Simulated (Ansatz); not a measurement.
Total energies of `C[O][In]([F])[F]`.

Z-matrix (Å, degrees):
```
C
O 1 1.414
H 1 1.096 2 112.6
H 1 1.094 2 107.1 3 -118.6
H 1 1.096 2 112.6 3 122.7
In 2 1.954 1 121.6 3 -61.3
F 6 1.924 2 123.3 1 180.0
F 6 1.936 2 121.6 1 -0.0
```

Total charge 0; spin multiplicity 1. Correlated methods include outer-core shells of In, which these sets cover unevenly. In: def2 effective core potential. All single points use the PBE0-D4/def2-TZVP geometry. It is one conformer, not always the lowest. Basis def2-TZVPP, the Gaussian-basis code of Ansatz.

RPA on PBE orbitals: Hartree–Fock energy of these orbitals -502.66728 Eh, correlation -1.79214 Eh (frozen core).

```
functional  energy without D4 (Eh)  D4 term (kJ/mol)
 CAM-B3LYP              -505.03930             -11.1
   ωB97X-V              -505.02320                 –
```

(1) Give the same for LDA (SPW92), PBE, revPBE, BLYP, r2SCAN, B97M-V, PBE0, B3LYP, r2SCANh, r2SCAN0, HSE06 (plane-wave form), BHLYP, LC-ωPBE, ωB97M-V, B2PLYP, PBE-QIDH. (An estimate is asked.)

B3LYP takes the VWN-RPA correlation (the form of Gaussian; ORCA's B3LYP/G). HSE06 is the plane-wave form, built on full-range PBE exchange. The double hybrids freeze the cores in their second-order part.

Results:

(1) The calculation gave: 
```json
{"functional": "LDA (SPW92)", "energy without D4 (Eh)": "-502.65044", "D4 term (kJ/mol)": "–"}
{"functional": "PBE", "energy without D4 (Eh)": "-504.83096", "D4 term (kJ/mol)": "-12.8"}
{"functional": "revPBE", "energy without D4 (Eh)": "-505.09474", "D4 term (kJ/mol)": "-36.6"}
{"functional": "BLYP", "energy without D4 (Eh)": "-505.06593", "D4 term (kJ/mol)": "-27.7"}
{"functional": "r2SCAN", "energy without D4 (Eh)": "-505.07820", "D4 term (kJ/mol)": "-3.1"}
{"functional": "B97M-V", "energy without D4 (Eh)": "-505.05490", "D4 term (kJ/mol)": "–"}
{"functional": "PBE0", "energy without D4 (Eh)": "-504.82567", "D4 term (kJ/mol)": "-10.8"}
{"functional": "B3LYP", "energy without D4 (Eh)": "-505.21763", "D4 term (kJ/mol)": "-20.7"}
{"functional": "r2SCANh", "energy without D4 (Eh)": "-505.04396", "D4 term (kJ/mol)": "-3.3"}
{"functional": "r2SCAN0", "energy without D4 (Eh)": "-504.99480", "D4 term (kJ/mol)": "-3.7"}
{"functional": "HSE06 (plane-wave form)", "energy without D4 (Eh)": "-504.81079", "D4 term (kJ/mol)": "-10.2"}
{"functional": "BHLYP", "energy without D4 (Eh)": "-504.92979", "D4 term (kJ/mol)": "-17.1"}
{"functional": "LC-ωPBE", "energy without D4 (Eh)": "-505.00582", "D4 term (kJ/mol)": "–"}
{"functional": "ωB97M-V", "energy without D4 (Eh)": "-505.00517", "D4 term (kJ/mol)": "–"}
{"functional": "B2PLYP", "energy without D4 (Eh)": "-504.74897", "D4 term (kJ/mol)": "–"}
{"functional": "PBE-QIDH", "energy without D4 (Eh)": "-504.58413", "D4 term (kJ/mol)": "–"}
```

LC-ωPBE has ω = 0.4 bohr⁻¹.
